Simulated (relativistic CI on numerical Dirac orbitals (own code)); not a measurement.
# Pt2+: N6,7 absorption edge

Computed with this model: Dirac-Coulomb-Breit CI, orbitals from a KLI potential per configuration, a model potential for QED, valence Slater integrals scaled by 0.8, multiplet model of core-to-valence dipole absorption; configurations [Xe] 4f14 5d8 → [Xe] 4f13 5d9; 10 K; Lorentzian 0.3 eV and Gaussian 0.3 eV FWHM. Energies are those of the free ion, without screening or charge transfer. The branching ratio is the share of the lower-energy edge in the whole absorption, uncertain by about 0.02 where the edges overlap. S is read from ⟨S²⟩ = S(S + 1).

Field parameters in Wybourne normalisation: D4h B²₀ = −7Ds, B⁴₀ = 21(Dq − Dt), B⁴₄ = 21√(5/14) Dq; Oh B⁴₀ = 21Dq, B⁴₄ = √(5/14) B⁴₀; Td as Oh with Dq negative (B⁴₀ = 21Dq, B⁴₄ = √(5/14) B⁴₀). The field is a parameter set, without covalency.

Computed curve for D4h, 10Dq = 29000, Ds = 2040, Dt = -580 cm⁻¹, scaled to 100 at the maximum (points under 2 are left out and the grid is thinned):

```
Energy (eV)  Intensity
       69.5        2.1
       69.6        2.4
       69.7        2.8
       69.8        3.2
       69.9        3.8
       70.1        5.5
       70.2        6.9
       70.3        9.1
       70.4       12.5
       70.5       18.4
       70.6       29.1
       70.7       47.4
       70.8       72.5
       70.9       94.5
       71.0      100.0
       71.2       71.1
       71.3       64.0
       71.4       69.5
       71.5       79.0
       71.6       80.1
       71.7       68.7
       71.8       51.8
       71.9       36.5
       72.0       25.1
       72.1       17.4
       72.3        9.7
       72.4        7.6
       72.5        6.1
       72.6        5.0
       72.7        4.3
       72.8        3.9
       72.9        3.6
       73.0        3.4
       73.1        3.3
       73.2        3.4
       73.4        3.9
       73.5        4.4
       73.6        5.4
       73.7        6.9
       73.8        9.7
       73.9       14.8
       74.0       23.8
       74.1       36.6
       74.2       48.1
       74.3       51.1
       74.5       34.2
       74.6       27.2
       74.7       25.0
       74.8       26.3
       74.9       27.5
       75.0       25.7
       75.1       20.9
       75.2       15.5
       75.3       11.1
       75.4        7.9
       75.6        4.3
       75.7        3.4
       75.8        2.9
       75.9        2.5
       76.0        2.2
```

The ground state has S = 1.00, and the centroid lies at 72.26 eV.
